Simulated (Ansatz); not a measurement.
Single points on the cluster CuCl₂⁻.

```yaml
crystal:
  periodic: [false, false, false]
  atoms:
    - {symbol: Cu, position_ang: [0.000048, 0.000202, 0.000296]}
    - {symbol: Cl, position_ang: [1.261094, 1.131309, -1.170632]}
    - {symbol: Cl, position_ang: [-1.261152, -1.131511, 1.170336]}
basis:
  gaussian: {orbitals: def2-TZVPD, initial_orbitals: start.molden}
total_charge: -1
hamiltonian: {xc: pbe, dispersion: d4}
scf: {omitted_lower_state_checks: [starts]}
output: {orbitals: {seedname: orbitals}}
```

The file start.molden holds the orbitals of an earlier run on this structure, at another level or in another basis.

```sh
$ ansatz run in.yaml --threads 4 --pin off --events-out ev --progress --plain --max-ram 3916MiB
```

Output, abridged:

```
Functional definition: PBE
1029 factors; their error is unknown
mean field evaluation 1: about -69675.9785 eV, gradient 1.4e1 eV
mean field evaluation 2: about -69676.1220 eV, gradient 2.9e-1 eV
mean field evaluation 4: about -69676.1012 eV, gradient 4.5e-2 eV
mean field -69676.10124723 eV, -2560.5494926782 hartree, gradient 1.3e-5 eV, S^2 0.000000; 0 other end points of the search recorded, 0 dependent functions left out
reference -69676.10128980 eV, -2560.5494942423 hartree; 32, 32 occupied and 108, 108 virtual orbitals, 1029 factors
Total energy: -69676.17884317 eV, -2560.5523442761 hartree
Checks for a lower state left out: starts
```

Hardware: 4 threads of INTEL XEON PLATINUM 8581C on a shared host. Wall time 0.6 s.

As the first input, with `correlation: {method: ccsd_t, frozen_orbitals: {Cl: 5, Cu: 9}}` and without the key `hamiltonian` (abridged; 3.4 s):

```
Functional definition: HF
mean field -69610.54285714 eV, -2558.1402662793 hartree, gradient 1.4e-6 eV, S^2 0.000000
19 core orbitals not correlated: weight in the atoms' cores, before any rotation towards them, 1.000 or more for the frozen orbitals, at most 0.000 for the correlated occupied ones
second order -22.91937493 eV of doubles, -0.00000000 eV of singles
cycle   1  -20.71169901 eV  change     2.2e0 eV  update   2.1e-1
cycle   2  -21.75951393 eV  change    -1.0e0 eV  update   1.5e-1
cycle   3  -21.98600262 eV  change   -2.3e-1 eV  update   4.0e-2
cycle   4  -21.99488312 eV  change   -8.9e-3 eV  update   2.1e-2
cycle   5  -21.96373571 eV  change    3.1e-2 eV  update   1.0e-2
cycle   6  -21.95822880 eV  change    5.5e-3 eV  update   4.3e-3
cycle   7  -21.96173295 eV  change   -3.5e-3 eV  update   2.0e-3
cycle   8  -21.96216501 eV  change   -4.3e-4 eV  update   7.8e-4
cycle   9  -21.96200100 eV  change    1.6e-4 eV  update   4.1e-4
cycle  10  -21.96232042 eV  change   -3.2e-4 eV  update   1.5e-4
cycle  11  -21.96252616 eV  change   -2.1e-4 eV  update   5.4e-5
cycle  12  -21.96243945 eV  change    8.7e-5 eV  update   3.0e-5
cycle  13  -21.96238621 eV  change    5.3e-5 eV  update   1.3e-5
cycle  14  -21.96240796 eV  change   -2.2e-5 eV  update   5.8e-6
perturbative correction -0.93959467 eV, -0.0345294672 hartree
Total energy: -69633.44485976 eV, -2558.9818993522 hartree
Checks for a lower state left out: starts
```

The first input with `gaussian: {orbitals: def2-TZVPD}`, `hamiltonian: {xc: pbe0, dispersion: d4}` and without the key `scf` (abridged; 0.9 s):

```
Functional definition: PBE0
mean field evaluation 16: about -69677.9390 eV, gradient 2.7e-5 eV
mean field -69677.93898178 eV, -2560.6170281771 hartree, gradient 2.7e-5 eV, S^2 0.000000
Total energy: -69678.00551418 eV, -2560.6194731978 hartree
```

First input, but with `hamiltonian: {xc: r2scan, dispersion: d4}` (abridged; 1.2 s):

```
Functional definition: r2SCAN
mean field -69690.97570105 eV, -2561.0961187735 hartree, gradient 1.7e-5 eV, S^2 0.000000
Total energy: -69690.99266025 eV, -2561.0967420128 hartree
Checks for a lower state left out: starts
```

Geometry: PBE0-D4/def2-TZVP, that of the neutral doublet.

Correlated methods freeze 19 core orbitals. The structure comes from a short search, and lower isomers may exist.
